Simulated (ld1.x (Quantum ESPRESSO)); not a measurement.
Transferability test, TM potential for Hf

- Element: hafnium (Hf)
- Generator: ld1.x (Quantum ESPRESSO) 7.5
- Type: norm-conserving Troullier–Martins (Kleinman–Bylander form)
- Functional: PBE
- Relativity: scalar-relativistic
- Frozen core: [Xe] 4f14
- Valence charge: 4
- Reference configuration: 5d2 6s1 6p0 (charge +1)
- Partial waves: 6s (bound): rc 2.60 bohr; 6p (bound, empty): rc 3.45 bohr; 5d (bound): rc 2.05 bohr
- Local potential: the d channel
- Core correction: none

Energies are relative to the spin-unpolarised reference configuration 5d2 6s1 6p0; without spin polarisation the order of configurations can differ from experiment. Not all tests gave a result: 1 of 7 tests not solved or not reliable. Left out of the table: 5d2 6s0 6p1 (solver errors, printed error -2.3 eV).

```
valence configuration  charge  ΔE all-electron (eV)  error AE − PS (meV)
          5d2 6s0 6p0      +2                14.180                 +105
          5d1 6s0 6p0      +3                35.974                 +336
          5d2 6s0 6p2       0                -0.114                  +17
          5d1 6s2 6p0      +1                -1.478                  +70
        5d2 6s1.5 6p0    +0.5                -4.722                 +9.4
```

Task: What are ΔE and the potential's error for 5d2 6s2 6p0?

Result: ΔE = -7.976 eV all-electron; the error (AE − PS) is +24 meV.

These tests converged, but a pseudo level misses the all-electron one widely, so the file describes the atom poorly there or has found another state: 5d1 6s0 6p0: empty 6p by 5.5 eV (a node warning on the way).

Note: ghost states, extra bound levels that the all-electron valence spectrum of the same l lacks: s at -45.1 eV, p at -10.8 eV. A true bound ghost makes a file unfit for plane-wave use.
